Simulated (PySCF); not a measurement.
**[Bi(CCH)]2+ at several levels of theory**

Computed with PySCF 2.14.0 (density fitting, no spin-orbit coupling) at the geometry relaxed with PBE0:

```xyz
4
[Bi(CCH)]2+ (singlet)
Bi    0.0000    0.0000   -0.1907
C     0.0000    0.0000    1.8708
C     0.0000    0.0000    3.1163
H     0.0000    0.0000    4.2135
```

| level | basis | state | HOMO (eV) | gap (eV) | charge on Bi1 (e) | dipole about the centre of mass (D) | largest force component (eV/Å) |
| --- | --- | --- | --- | --- | --- | --- | --- |
| PBE0 | Bi def2-SVP with ECP60, C def2-SVP, H def2-SVP | singlet | -20.32 | 4.07 | 1.70 | 5.39 | 0.00 |
| PBE | the same | singlet | -19.41 | 2.45 | 1.62 | 5.80 | 1.00 |
| wB97X | the same | singlet | -22.40 | 8.09 | 1.73 | 4.92 | 0.70 |
| M06-L | the same | singlet | -19.32 | 2.72 | 1.77 | 5.25 | 0.52 |
| revPBE | the same | singlet | -19.32 | 2.46 | 1.63 | 5.74 | 1.21 |
| PBE0 | Bi x2c-SVPall, C x2c-SVPall, H x2c-SVPall | singlet | -20.32 | 4.04 | 1.79 | 5.40 | 0.62 |

Charges are Mulliken's, which hang on the basis. The relaxation used the grid (50, 194), these runs (75, 302) or, all-electron (x2c bases, spin-free X2C Hamiltonian), (99, 590).

(1) What does PBE0 with Bi def2-TZVP with ECP60, C def2-TZVP, H def2-TZVP give here?

## Answers

(1) state singlet, HOMO (eV) -20.22, gap (eV) 4.02, charge on Bi1 (e) 1.79, dipole about the centre of mass (D) 5.46, largest force component (eV/Å) 0.59. Time: 4.2 s on 2 threads of Arm Neoverse V1 (shared host), from free ions and atoms.
